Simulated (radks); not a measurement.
Problem. The mean radii <r> (bohr) of the occupied orbitals of an atom or ion are listed with their occupations. Method: scalar-relativistic Kohn-Sham, BLYP, spin-polarised, spherical densities, finite nucleus; Fermi nuclear charge, rms radius of each element as measured or else 0.836 A^(1/3) + 0.57 fm; computed with a radial shooting solver on a logarithmic mesh with Libxc functionals.

orbital  occ.      <r>
1s up       1  0.03609
1s down     1  0.03609
2s up       1   0.1581
2s down     1   0.1580
2p up       3   0.1377
2p down     3   0.1377
3s up       1   0.4433
3s down     1   0.4432
3p up       3   0.4458
3p down     3   0.4458
3d up       5   0.4327
3d down     5   0.4326
4s up       1    1.136
4s down     1    1.134
4p up       3    1.253
4p down     3    1.251
4d up       1    1.614
7p up       1    8.857

Name the element and its charge. Open shells, if any, are filled with parallel spins first.

Solution. Z = 41, niobium, charge +3: Nb3+ in [Kr] 4d1 7p1. The 1s radius gives Z: for a bare nucleus <r> = (2 gamma + 1)/(2Z) with gamma = sqrt(1 - (Z/c)^2), 0.03547 bohr for Z = 41, and screening makes it slightly larger (0.03609 here). The occupations add up to 38, and the charge is Z minus that.
